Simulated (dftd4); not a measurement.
C$_{4}$H$_{2}$F$_{3}$O$_{2}$ (SMILES O=C(C=[C]O)C(F)(F)F), doublet, geometry from GFN2-xTB; D4 for pbe (dftd4).

The dftd4 input:
```
$ dftd4 mol.xyz --func pbe --charge 0 --json dftd4.json --noedisp --property

# file mol.xyz
11

O      0.82789346     1.23179624     0.36035721
C      0.28479060     0.17548767     0.04107469
C      0.94444449    -1.00447552    -0.38586818
C      2.30150257    -0.89639379    -0.42666776
O      3.00283525     0.10472525    -0.13516509
C     -1.25906103     0.06198459     0.09139805
F     -1.63968948    -0.90302803     0.93919210
F     -1.75514222    -0.25781263    -1.11120989
F     -1.83737272     1.19220159     0.47950405
H      0.40015599    -1.89020288    -0.64832010
H      2.41379458     0.89616470     0.15978629
```

Output, abridged:

```
                    ____  _____ _____     ____  _  _
      -------------|  _ \|  ___|_   _|---|  _ \| || |------------
     |             | | | | |_    | | ___ | | | | || |_           |
     |             | |_| |  _|   | ||___|| |_| |__   _|          |
     |             |____/|_|     |_|     |____/   |_|            |
     |             ===================================           |
     |            E. Caldeweyher, S. Ehlert & S. Grimme          |
     |          Mulliken Center for Theoretical Chemistry        |
     |                    University of Bonn                     |
      -----------------------------------------------------------

Rational (Becke-Johnson) damping: pbe-D4-ATM
---------------------
  s6         1.0000
  s8         0.9595
  s9         1.0000
  a1         0.3857
  a2         4.8069
 alp        16.0000
--------------------

Atomic data, radii in Ångström:
------------------------------------------------------
   Z          R(cov)      r4/r2   hardness         EN
------------------------------------------------------
   8 O        0.8400     1.3725     0.5869     3.4400
   6 C        1.0000     1.6431     0.4220     2.5500
   9 F        0.8533     1.2638     0.6693     3.9800
   1 H        0.4267     1.0622     0.4726     2.2000
------------------------------------------------------

Atomic reference systems (in atomic units):
----------------------------------------------------------------------------
   Z        #      CN     q+Z       C6(AA)   #      CN     q+Z       C6(AA)
----------------------------------------------------------------------------
   8 O      1  0.0000  8.0000      15.5711   2  0.8042  7.6453      20.8489
            3  1.6112  7.4012      24.8631   4  0.9798  8.0000      14.9880
   6 C      1  0.0000  6.0000      49.3833   2  0.9189  5.8288      52.1688
            3  1.9079  5.8579      35.6972   4  2.8312  5.7775      35.8445
            5  3.7487  5.7435      28.6317   6  2.9183  5.8956      32.2504
            7  0.8556  6.2103      25.6194
   9 F      1  0.0000  9.0000       9.7374   2  0.7408  8.7523      11.7796
   1 H      1  0.0000  1.0000       7.6362   2  0.8942  1.0000       3.0374
----------------------------------------------------------------------------

Atomic properties (in atomic units):
----------------------------------------------------------------------------
     #    Z              CN          q      C6(AA)        C8(AA)   alpha(0)
----------------------------------------------------------------------------
     1    8 O        0.8579    -0.3492     20.6230      416.1831     6.0936
     2    6 C        2.8494     0.2059     24.9485      721.5553     8.1603
     3    6 C        2.8936    -0.0248     30.1719      872.6238     8.9774
     4    6 C        1.8748     0.1315     28.3892      821.0662     8.5960
     5    8 O        1.6470    -0.3313     19.4165      391.8347     5.9603
     6    6 C        3.3294     0.3156     21.2443      614.4219     7.3122
     7    9 F        0.7903    -0.1596     10.8763      186.1066     3.7989
     8    9 F        0.7903    -0.1604     10.8841      186.2400     3.8002
     9    9 F        0.7903    -0.1205     10.4955      179.5919     3.7318
    10    1 H        0.9263     0.1659      1.2891       15.5829     1.7755
    11    1 H        0.7915     0.3269      0.6477        7.8300     1.2653
----------------------------------------------------------------------------

Molecular properties (in atomic units):
----------------------------------------
 molecular C6                1666.7282
 molecular C8               38419.6895
----------------------------------------

Dispersion energy:      -9.6393674224599E-03 Eh

[Info] JSON dump of results written to 'dftd4.json'
```
